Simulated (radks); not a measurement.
The numbers below are computed, except where a source is named.
Task: Valence configurations of Rh II (all share [Kr]). Code: a radial shooting solver on a logarithmic mesh with Libxc functionals. Model: Dirac Kohn-Sham, PBE, spin-unpolarised, spherical densities, finite nucleus; open shells are shared between the two j in proportion to 2j + 1; Fermi nuclear charge, rms radius 4.4945 fm. Order these by energy: 4d7.5 5p0.5; 4d8; 4d6 5s2; 4d4.5 5s2 5p1.5; 4d5 5s2 5p1; 4d7.5 5s0.5; 4d7 5s1; 4d7 5p1; 4d5.5 5s2 5p0.5; 4d6 5p2.

Result: From the lowest, in eV above it: 4d8 0.000; 4d7.5 5s0.5 1.612; 4d7 5s1 3.666; 4d7.5 5p0.5 4.015; 4d7 5p1 8.739; 4d6 5s2 9.207; 4d5.5 5s2 5p0.5 15.614; 4d6 5p2 20.420; 4d5 5s2 5p1 22.832; 4d4.5 5s2 5p1.5 30.875. NIST lists [Kr] 4d8 as the ground configuration; this level of theory agrees among the configurations tried. The energies are those of spherical spin-averaged densities, not of single terms.
